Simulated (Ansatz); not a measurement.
Cl2Sn, charge +1, doublet, geometry from GFN2-xTB (such geometries of metal compounds can be far from the true shape) (a state made from the parent by changing its charge; the spin is typed, not shown lowest) (all electrons, no relativity). Base run: SVWN5/3-21G (Ansatz, a quantum-chemistry and plane-wave program).

Here is a job for Ansatz.
Ansatz 0.2 input:
```yaml
crystal:
  periodic: [false, false, false]
  atoms:
    - {symbol: Sn, position_ang: [0.00755256, -0.00709993, 0.44602132]}
    - {symbol: Cl, position_ang: [1.31419946, 1.64977004, -0.65225992]}
    - {symbol: Cl, position_ang: [-1.33641287, -1.62888789, -0.65956749]}
basis:
  gaussian:
    orbitals: 3-21G.json
hamiltonian:
  xc: {name: SVWN5}
total_charge: 1
magnetization: {spin_polarized: true, initial_magnetization: 1}
```
The basis file holds 3-21G in the JSON format of the Basis Set Exchange.

Each row names what was changed in the base input (with any setting that the change needs).

```tsv
change	ΔE vs base (kcal/mol)
base	0.000
final_grid = 10, 20, 41	-0.001
point_charge = charge:0.5 position_ang:-1.6631, 0.4818, -5.1302	28.11
final_grid = 14, 28, 59	-0.001
forces = on	0.000
point_charge = charge:1.0 position_ang:2.2181, -2.8033, -3.9753	57.61
lower_state_search = full	0.000
lower_state_search = light	0.000
lower_state_search = off	0.000
```
